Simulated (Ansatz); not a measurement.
`CC(C)[O][Ge][OH]` and `CC(C)OB(N)N` differ in one atom or group.

Ansatz, PBE0-D4/def2-TZVP geometries, multiplicity 1. Each molecule was computed in one conformer, which needn't be the lowest.

Scalar relativity is left out up to krypton.

```csv
property,`CC(C)[O][Ge][OH]`
LUMO energy (PBE/def2-TZVPP) / eV,-2.21
HOMO–LUMO gap (PBE/def2-TZVPP) / eV,3.78
HOMO energy (PBE0/def2-TZVPP) / eV,-7.21
HOMO energy (PBE/def2-TZVPP) / eV,-5.99
size of the dipole moment (ωB97M-V/def2-TZVPP) / D,2.31
LUMO energy (ωB97M-V/def2-TZVPP) / eV,0.47
```

(1) What does the change do to each property? (Best estimate.)

Answers

(1) The calculation gave: 
```
                                          property  `CC(C)OB(N)N`  shift
                 LUMO energy (PBE/def2-TZVPP) / eV           0.07   2.28
               HOMO–LUMO gap (PBE/def2-TZVPP) / eV           5.37   1.59
                HOMO energy (PBE0/def2-TZVPP) / eV          -6.74   0.47
                 HOMO energy (PBE/def2-TZVPP) / eV          -5.30   0.69
size of the dipole moment (ωB97M-V/def2-TZVPP) / D           1.40  -0.91
             LUMO energy (ωB97M-V/def2-TZVPP) / eV           2.18   1.71
```

With PBE0 the HOMO rises by 0.47 eV and the LUMO rises by 2.33 eV, so the gap widens by about 1.86 eV. PBE moves the HOMO by 0.69 eV and ωB97M-V by 0.32 eV. Dipoles are sizes alone; their direction can turn.
